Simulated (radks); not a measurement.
Charge is removed step by step from the 2p down level of the potassium ion K+, starting from [He] 2s2 2p(up 3, down 3) 3s2 3p6. All-electron calculation, scalar-relativistic Kohn-Sham, LDA (Slater exchange, Perdew-Wang correlation), spin-polarised, spherical densities, finite nucleus; Fermi nuclear charge, rms radius 3.4349 fm. Program: a radial shooting solver on a logarithmic mesh with Libxc functionals.

removed (e),E - E(0) (eV),eigenvalue (eV),E minus straight line (eV)
0,0.000,-286.24,0.000
0.25,72.868,-296.88,-4.076
0.5,148.42,-307.72,-5.467
0.75,226.71,-318.75,-4.124
1,307.77,-329.97,0.000

Removing the whole electron costs 307.77 eV by Delta-SCF, against 286.24 eV from minus the eigenvalue at the starting occupation. Slater's transition state (half an electron removed) gives 307.72 eV. Integrating minus the eigenvalue over the occupation (Janak's theorem) gives 307.85 eV. In this scalar-relativistic scheme the density is built from large components alone, so the theorem holds only approximately. The mean slope of the eigenvalue, de/dn, is 43.7 eV per electron.
